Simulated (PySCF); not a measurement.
Molfile (atoms numbered from 1):
```
BF2HO
     RDKit          3D

  5  4  0  0  0  0  0  0  0  0999 V2000
    0.8536   -0.5942    0.0701 O   0  0  0  0  0  0  0  0  0  0  0  0
   -0.3634   -0.0357   -0.0209 B   0  0  0  0  0  0  0  0  0  0  0  0
   -1.4381   -0.7911    0.0730 F   0  0  0  0  0  0  0  0  0  0  0  0
   -0.5256    1.2681   -0.2044 F   0  0  0  0  0  0  0  0  0  0  0  0
    1.5655    0.0481   -0.0143 H   0  0  0  0  0  0  0  0  0  0  0  0
  1  2  1  0
  2  3  1  0
  2  4  1  0
  1  5  1  0
M  END
```

Non-relativistic Hamiltonian, single conformer, in vacuum, rapidly exchanging positions averaged. Coordinates at the PBE0-D3(BJ)/def2-SVP level; GIAO B97-2/pcSseg-2 shieldings; PySCF 2.14.0 with density-fitted response routines.

Shifts are taken against calculated references (same method and geometry level): 1H (σref 31.36) against TMS; H2O for 17O (σref 326.24); 11B (σref 100.12) vs BF3·OEt2; 19F (σref 177.41) vs CFCl3.

```tsv
atoms	nucleus	count	δ (ppm)
O1	17O	1	78.3
B2	11B	1	13.1
F3/F4	19F	2	?
H5	1H	1	?
```

Q: Fill in the missing shifts.

A: 
- H5: 3.32 ppm, hydrogen on an oxygen bonded to B; exchangeable; this is the value without hydrogen bonding to other molecules
- F3/F4: -138.0 ppm, fluorine bonded to B

OH/NH shifts are gas-phase values; hydrogen bonding in solution moves them, usually downfield. Unscaled 19F shifts against computed CFCl3 carry errors that often reach 10 to 50 ppm. Experimental scales use liquid or dissolved standards, which lie at an offset from isolated H2O (liquid H2O: subtract about 36 ppm).
